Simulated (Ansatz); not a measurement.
The same molecule with X = B, Al, In. Ansatz, PBE0-D4/def2-TZVP geometries, multiplicity 1. Each molecule was computed in one conformer, which needn't be the lowest.

Elements past krypton have def2 core potentials.

```
 X         molecule  mean X–H bond length / Å  mean X–O bond length / Å  LUMO energy (ωB97M-V/def2-TZVPP) / eV  HOMO–LUMO gap (B3LYP/def2-TZVPP) / eV  HOMO energy (PBE/def2-TZVPP) / eV
 B            `OBO`                     1.198                     1.358                                   2.23                                   9.65                              -7.73
In  `[OH][InH][OH]`                     1.692                     1.979                                   0.34                                   6.62                              -6.63
```

Problem. Give the row for X = Al, `[OH][AlH][OH]`. (Estimate.)

Solution. Ansatz gave: 
| X | molecule | mean X–H bond length / Å | mean X–O bond length / Å | LUMO energy (ωB97M-V/def2-TZVPP) / eV | HOMO–LUMO gap (B3LYP/def2-TZVPP) / eV | HOMO energy (PBE/def2-TZVPP) / eV |
| --- | --- | --- | --- | --- | --- | --- |
| Al | `[OH][AlH][OH]` | 1.565 | 1.692 | 1.39 | 8.34 | -7.38 |

From B to In the mean X–H bond length rises at each step, by 0.494 Å in all; the mean X–O bond length rises at each step, by 0.621 Å in all; the LUMO energy (ωB97M-V/def2-TZVPP) falls at each step, by 1.89 eV in all; the HOMO–LUMO gap (B3LYP/def2-TZVPP) falls at each step, by 3.03 eV in all; the HOMO energy (PBE/def2-TZVPP) rises at each step, by 1.10 eV in all. Bonds lengthen as the atom grows down the group.

B3LYP here is the variant with VWN-RPA as its local correlation; programs differ in this.
